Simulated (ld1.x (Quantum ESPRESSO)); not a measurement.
Reading a pseudo-wave (S)

Columns: radius, all-electron u(r) and pseudo u(r) of the 3p shell (level -7.26 eV) of sulfur in the configuration [Ne] 3s1.75 3p4.25; LDA (PZ), non-relativistic, PAW scheme, ld1.x (Quantum ESPRESSO) 7.5.

```tsv
r (bohr)	all-electron	pseudo
0.065	0.0902	-0.0033
0.130	0.2215	-0.0130
0.195	0.3080	-0.0290
0.260	0.3363	-0.0509
0.325	0.3155	-0.0785
0.390	0.2593	-0.1111
0.455	0.1805	-0.1482
0.520	0.0891	-0.1891
0.585	-0.0074	-0.2331
0.650	-0.1038	-0.2794
0.715	-0.1963	-0.3272
0.780	-0.2826	-0.3756
0.845	-0.3614	-0.4238
0.910	-0.4319	-0.4709
0.975	-0.4939	-0.5161
1.040	-0.5476	-0.5586
1.105	-0.5931	-0.5975
1.170	-0.6309	-0.6321
1.235	-0.6617	-0.6618
1.300	-0.6858	-0.6858
1.365	-0.7040	-0.7040
1.430	-0.7168	-0.7168
1.495	-0.7249	-0.7249
1.560	-0.7287	-0.7287
1.625	-0.7288	-0.7288
1.690	-0.7258	-0.7258
```

(1) How many radial nodes do the two functions have?

(2) At about which radius was the pseudo-wave matched?

(3) Is the pseudo-wave norm-conserving?

## Answers

(1) The all-electron 3p function has n − l − 1 = 1; the pseudo-wave has 0, since the states of the same l below it are removed with the core.

(2) 1.30 bohr, where the columns begin to agree (steps of 0.07 bohr).

(3) No, it belongs to a PAW set: the norm inside the radius is not constrained, and the difference is carried by the augmentation charge.
